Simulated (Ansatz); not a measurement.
Isolated molecules relaxed with PBE0-D4/def2-TZVP in Ansatz; ΔE leaves out vibrations. CCSD(T)/CBS is the MP2 limit (def2-TZVPP, def2-QZVPP) plus CCSD(T) − MP2 in def2-TZVPP, frozen cores. This one scheme is used for every species. Each species was taken in one conformer, which may not be the lowest.

Consider the formal exchange of groups at the Si–C bond: `N[SiH2]C(O)(F)F` + `N[SiH3]` → `N[SiH2][SiH2]N` + `OC(F)F`.

| level | ΔE (kJ/mol) |
| --- | --- |
| MP2/def2-TZVPP | -11.9 |
| CCSD/def2-TZVPP | -13.9 |
| HF/def2-QZVPP | -6.8 |
| HF/CBS(def2) | -6.7 |

(1) What does CCSD(T)/CBS give? (An estimate is asked.)

Largest T1 diagnostic among the species: 0.012.

Answers

(1) Ansatz gave: -11.5 kJ/mol. The listed levels differ from it by -0.4, -2.4, 4.7, 4.8 kJ/mol.

In def2-TZVPP, CCSD(T) changes the Hartree–Fock value by −6.5 kJ/mol (the triples alone add −0.5 kJ/mol) and MP2 by −4.0 kJ/mol.
